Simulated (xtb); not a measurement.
xtb input (GFN2-xTB):

```bash
xtb mol.xyz --gfn 2 --ohess tight --chrg 0 --uhf 0
```
mol.xyz:
```
12

C      2.12122220    -0.90603610     0.06487676
C      1.05055562    -0.44074895     0.04942876
B     -0.38983993     0.15689683    -0.03623911
C     -0.56425028     1.71196459     0.17789274
C     -1.57149919    -0.80322418    -0.20926572
H      3.09956487    -1.38172563     0.06027093
H      0.28076732     2.15201062     0.73113377
H     -1.53392769     1.97528409     0.55128523
H     -0.46186818     2.16566108    -0.85832718
H     -1.36798460    -1.68586529    -0.72509563
H     -1.94029023    -1.10079870     0.78269623
H     -2.48881426    -0.30446668    -0.65278010
```

End of the output:

```
optimized geometry written to: xtbopt.xyz

           -------------------------------------------------
          | TOTAL ENERGY              -13.278890021726 Eh   |
          | TOTAL ENTHALPY            -13.175756830370 Eh   |
          | TOTAL FREE ENERGY         -13.214471535029 Eh   |
          | GRADIENT NORM               0.000140091777 Eh/α |
          | HOMO-LUMO GAP               3.867652363193 eV   |
           -------------------------------------------------

------------------------------------------------------------------------
------------------------------------------------------------------------
 total:
 SCF:
 ANC optimizer:
 analytical hessian:
```
